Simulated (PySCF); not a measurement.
Spinor energies of Rb (rubidium, neutral)

Start: [Kr] 5s1; 5s1/2 filled at m_j = +1/2. Calculated with PySCF 2.14 in x2c-TZVPall-2c with one added diffuse shell each of s, p, d type (9s10p8d1f, 86 functions): generalised Hartree-Fock with the X2C-1e Hamiltonian and a Gaussian nucleus; one run each with spin-orbit coupling (SO) switched off, then screened by Boettger's factors. This is a chosen level, not necessarily the ground level.

```csv
spinor shell,electrons,"ε, spin-free (eV)","ε, screened SO (eV)",weight of nominal j (screened SO),"rms radius, screened SO (bohr)"
1s1/2,2,-15287.0,-15286.4,1.000,0.0464
2s1/2,2,-2108.0,-2107.8,1.000,0.192
2p1/2,2,-1863.1,-1905.0,1.000,0.169
2p3/2,4,-1863.1,-1843.2,1.000,0.173
3s1/2,2,-341.61,-341.58,1.000,0.543
3p1/2,2,-260.58,-267.18,1.000,0.550
3p3/2,4,-260.58,-257.43,1.000,0.561
3d3/2,4,-126.26,-127.23,1.000,0.575
3d5/2,6,-126.26,-125.58,1.000,0.579
4s1/2,2,-42.594,-42.588,1.000,1.57
4p1/2,2,-21.970,-22.645,0.999,1.83
4p3/2,4,-21.970,-21.647,1.000,1.87
5s1/2,1,-3.813,-3.814,1.000,5.93
```

```tsv
quantity	spin-free	screened SO
E (hartree)	-2979.00962	-2979.21855
M_J	1/2	1/2
⟨J²⟩	0.750	0.750
⟨L²⟩	0.000	0.005
⟨S²⟩	0.750	0.756
```

Breit and QED terms are absent; they matter most for the inner s and p1/2 levels.

Densities and radii are taken from the X2C orbitals without a picture-change correction, which distorts them close to the nucleus.

Without spin-orbit coupling the j labels of p, d and f shells carry no meaning; the spin-free column gives the mean over the occupied spinors of each nl shell.
